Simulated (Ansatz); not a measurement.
Born–Oppenheimer molecular dynamics of CH6BNOSi (11 atoms, charge 0, multiplicity 1). It starts from a relaxed structure.

Method: RKS LDA/STO-3G in Ansatz.

* ensemble: NVT, Nosé–Hoover chain
* time step: 0.5 fs
* steps asked: 400
* set temperature: 500 K
* thermostat: time constant 100 fs, chain length 5
* seed: 795146

Frames 5 fs apart, positions in Å.

Velocities at 0.0 fs (Å/ps):

```
N -1.47 1.70 -5.87
C 3.89 -5.60 4.61
Si -0.99 1.71 -2.37
B 5.42 -0.54 2.22
O -1.81 0.02 2.37
H 38.56 10.65 6.32
H -14.19 8.01 27.90
H -25.74 10.06 24.52
H -32.73 -23.20 -27.75
H -30.26 -5.84 11.89
H 36.69 1.18 -11.53
```

```xyz
11
Properties=species:S:1:pos:R:3 time_fs=0.0 energy_less_start_eV=0.000 T=500
N -0.926 0.794 0.110
C -0.315 -0.357 0.872
Si 1.448 -0.049 0.387
B -0.088 -0.407 -0.692
O -0.661 -1.074 -1.754
H -1.975 0.739 0.027
H -0.641 1.789 0.351
H -0.903 -0.801 1.683
H 2.316 -1.119 0.831
H 1.952 1.254 0.801
H -0.142 -0.826 -2.597
11
Properties=species:S:1:pos:R:3 time_fs=5.0 energy_less_start_eV=0.268 T=271
N -0.916 0.806 0.087
C -0.304 -0.384 0.898
Si 1.442 -0.042 0.376
B -0.066 -0.410 -0.681
O -0.663 -1.071 -1.750
H -2.003 0.760 0.039
H -0.702 1.781 0.457
H -0.957 -0.726 1.720
H 2.186 -1.237 0.709
H 1.837 1.256 0.871
H -0.051 -0.861 -2.537
11
Properties=species:S:1:pos:R:3 time_fs=10.0 energy_less_start_eV=0.371 T=183
N -0.913 0.808 0.082
C -0.306 -0.389 0.901
Si 1.435 -0.038 0.368
B -0.070 -0.416 -0.672
O -0.658 -1.063 -1.744
H -1.934 0.727 0.034
H -0.679 1.775 0.482
H -0.949 -0.717 1.731
H 2.161 -1.278 0.642
H 1.842 1.271 0.936
H 0.015 -0.927 -2.538
11
Properties=species:S:1:pos:R:3 time_fs=15.0 energy_less_start_eV=0.226 T=310
N -0.902 0.798 0.100
C -0.318 -0.370 0.882
Si 1.430 -0.038 0.369
B -0.099 -0.420 -0.668
O -0.643 -1.054 -1.743
H -2.001 0.690 0.010
H -0.622 1.771 0.391
H -0.901 -0.782 1.720
H 2.238 -1.190 0.650
H 1.938 1.183 0.931
H -0.027 -1.010 -2.510
11
Properties=species:S:1:pos:R:3 time_fs=20.0 energy_less_start_eV=0.363 T=197
N -0.912 0.779 0.125
C -0.328 -0.347 0.864
Si 1.428 -0.043 0.373
B -0.123 -0.414 -0.671
O -0.637 -1.052 -1.743
H -1.905 0.760 0.015
H -0.598 1.801 0.263
H -0.853 -0.856 1.684
H 2.379 -1.101 0.727
H 2.083 1.162 0.901
H 0.005 -1.061 -2.584
11
Properties=species:S:1:pos:R:3 time_fs=25.0 energy_less_start_eV=0.378 T=186
N -0.923 0.782 0.138
C -0.322 -0.346 0.874
Si 1.436 -0.051 0.378
B -0.120 -0.398 -0.684
O -0.641 -1.062 -1.761
H -2.030 0.820 0.010
H -0.588 1.769 0.198
H -0.870 -0.856 1.663
H 2.409 -1.031 0.800
H 2.112 1.178 0.813
H -0.018 -1.039 -2.511
11
Properties=species:S:1:pos:R:3 time_fs=30.0 energy_less_start_eV=0.246 T=303
N -0.958 0.800 0.128
C -0.305 -0.362 0.901
Si 1.449 -0.056 0.384
B -0.100 -0.378 -0.699
O -0.657 -1.078 -1.774
H -1.955 0.791 0.052
H -0.558 1.788 0.262
H -0.946 -0.807 1.697
H 2.353 -1.076 0.857
H 2.002 1.241 0.688
H 0.062 -0.969 -2.550
11
Properties=species:S:1:pos:R:3 time_fs=35.0 energy_less_start_eV=0.356 T=212
N -0.959 0.814 0.113
C -0.299 -0.369 0.918
Si 1.461 -0.062 0.388
B -0.087 -0.370 -0.701
O -0.662 -1.087 -1.789
H -2.064 0.751 0.095
H -0.631 1.785 0.380
H -0.945 -0.739 1.711
H 2.287 -1.165 0.887
H 1.877 1.354 0.606
H 0.003 -0.913 -2.516
11
Properties=species:S:1:pos:R:3 time_fs=40.0 energy_less_start_eV=0.298 T=265
N -0.950 0.806 0.105
C -0.304 -0.349 0.900
Si 1.466 -0.063 0.392
B -0.097 -0.386 -0.694
O -0.660 -1.083 -1.786
H -1.974 0.729 0.134
H -0.746 1.800 0.455
H -0.905 -0.731 1.765
H 2.242 -1.162 0.878
H 1.802 1.322 0.595
H -0.041 -0.878 -2.601
11
Properties=species:S:1:pos:R:3 time_fs=45.0 energy_less_start_eV=0.173 T=378
N -0.929 0.794 0.114
C -0.317 -0.319 0.869
Si 1.458 -0.063 0.391
B -0.112 -0.421 -0.688
O -0.648 -1.068 -1.772
H -2.005 0.654 0.107
H -0.777 1.806 0.440
H -0.816 -0.731 1.735
H 2.310 -1.138 0.891
H 1.870 1.303 0.693
H -0.147 -0.855 -2.639
11
Properties=species:S:1:pos:R:3 time_fs=50.0 energy_less_start_eV=0.247 T=322
N -0.932 0.790 0.128
C -0.317 -0.304 0.845
Si 1.446 -0.061 0.385
B -0.105 -0.455 -0.686
O -0.644 -1.057 -1.756
H -1.963 0.615 0.004
H -0.717 1.794 0.366
H -0.810 -0.765 1.735
H 2.369 -1.058 0.898
H 1.998 1.249 0.830
H -0.204 -0.802 -2.619
11
Properties=species:S:1:pos:R:3 time_fs=55.0 energy_less_start_eV=0.282 T=300
N -0.948 0.795 0.125
C -0.308 -0.326 0.859
Si 1.440 -0.052 0.378
B -0.068 -0.467 -0.677
O -0.656 -1.059 -1.748
H -1.964 0.695 -0.084
H -0.658 1.820 0.293
H -0.847 -0.761 1.678
H 2.362 -1.027 0.892
H 2.048 1.126 0.902
H -0.188 -0.700 -2.624
```

Of the whole run (200 fs, mean temperature of the second half 368 K): The conserved energy stayed within 0.65 meV per atom of its start (net change 0.4 meV per atom), so the integration is sound. The mean temperature of the second half is 26 % below the set value. A run of 0.2 ps of so small a system gives no equilibrium averages. Limits of this set-up: minimal basis.

The run took 9.6 min on 1 thread of Intel(R) Xeon(R) Processor @ 2.70GHz (shared host), peak memory 0.1 GiB.
